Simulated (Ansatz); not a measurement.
`C[SiH2][O][ZnH]` and `C[SiH2]OCO` differ in one atom or group.

Ansatz, PBE0-D4/def2-TZVP geometries, multiplicity 1. Each molecule was computed in one conformer, which needn't be the lowest.

Scalar relativity is left out up to krypton.

```
                                      property  `C[SiH2][O][ZnH]`
             LUMO energy (PBE/def2-TZVPP) / eV              -1.21
         HOMO energy (ωB97M-V/def2-TZVPP) / eV             -10.29
            HOMO energy (PBE0/def2-TZVPP) / eV              -7.97
size of the dipole moment (PBE/def2-TZVPP) / D               1.13
            LUMO energy (PBE0/def2-TZVPP) / eV              -0.41
             HOMO energy (PBE/def2-TZVPP) / eV              -6.59
```

Give the same properties after the change, and the shifts. (An estimate is asked.)

Computed: 
```json
{"property": "LUMO energy (PBE/def2-TZVPP) / eV", "`C[SiH2]OCO`": "-0.06", "shift": "1.15"}
{"property": "HOMO energy (ωB97M-V/def2-TZVPP) / eV", "`C[SiH2]OCO`": "-10.61", "shift": "-0.32"}
{"property": "HOMO energy (PBE0/def2-TZVPP) / eV", "`C[SiH2]OCO`": "-8.22", "shift": "-0.25"}
{"property": "size of the dipole moment (PBE/def2-TZVPP) / D", "`C[SiH2]OCO`": "1.11", "shift": "-0.02"}
{"property": "LUMO energy (PBE0/def2-TZVPP) / eV", "`C[SiH2]OCO`": "0.81", "shift": "1.22"}
{"property": "HOMO energy (PBE/def2-TZVPP) / eV", "`C[SiH2]OCO`": "-6.66", "shift": "-0.07"}
```

With PBE0 the HOMO falls by 0.25 eV and the LUMO rises by 1.22 eV, so the gap widens by about 1.47 eV. PBE moves the HOMO by -0.07 eV and ωB97M-V by -0.32 eV. Dipoles are sizes alone; their direction can turn.
